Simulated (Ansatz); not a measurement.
One change: `F[SiH]([SiH3])[SiH3]` becomes `F[SiH]([SiH3])S`.

Ansatz, PBE0-D4/def2-TZVP geometries, multiplicity 1. Each molecule was computed in one conformer, which needn't be the lowest.

```json
{"property": "LUMO energy (PBE/def2-TZVPP) / eV", "`F[SiH]([SiH3])[SiH3]`": "-1.85"}
{"property": "ideal-gas entropy at 298 K and 1 bar (rigid rotor, harmonic PBE0-D4/def2-TZVP) / J/(mol·K)", "`F[SiH]([SiH3])[SiH3]`": "376"}
{"property": "size of the dipole moment (ωB97M-V/def2-TZVPP) / D", "`F[SiH]([SiH3])[SiH3]`": "1.10"}
{"property": "zero-point energy (PBE0-D4/def2-TZVP) / kJ/mol", "`F[SiH]([SiH3])[SiH3]`": "160.4"}
{"property": "HOMO–LUMO gap (ωB97M-V/def2-TZVPP) / eV", "`F[SiH]([SiH3])[SiH3]`": "10.68"}
{"property": "HOMO energy (PBE0/def2-TZVPP) / eV", "`F[SiH]([SiH3])[SiH3]`": "-7.92"}
```

Problem. What does the change do to each property? (An estimate is asked.)

Solution. The calculation gave: 
```
                                                                                  property  `F[SiH]([SiH3])S`  shift
                                                         LUMO energy (PBE/def2-TZVPP) / eV              -1.29   0.56
ideal-gas entropy at 298 K and 1 bar (rigid rotor, harmonic PBE0-D4/def2-TZVP) / J/(mol·K)                353    -23
                                        size of the dipole moment (ωB97M-V/def2-TZVPP) / D               1.37   0.27
                                            zero-point energy (PBE0-D4/def2-TZVP) / kJ/mol              122.0  -38.4
                                                   HOMO–LUMO gap (ωB97M-V/def2-TZVPP) / eV              11.33   0.65
                                                        HOMO energy (PBE0/def2-TZVPP) / eV              -7.87   0.05
```

With PBE0 the HOMO rises by 0.05 eV and the LUMO rises by 0.55 eV, so the gap widens by about 0.50 eV. PBE moves the HOMO by 0.14 eV and ωB97M-V by -0.10 eV. The zero-point energy changes by -38.4 kJ/mol with -6 modes. Dipoles are sizes alone; their direction can turn.
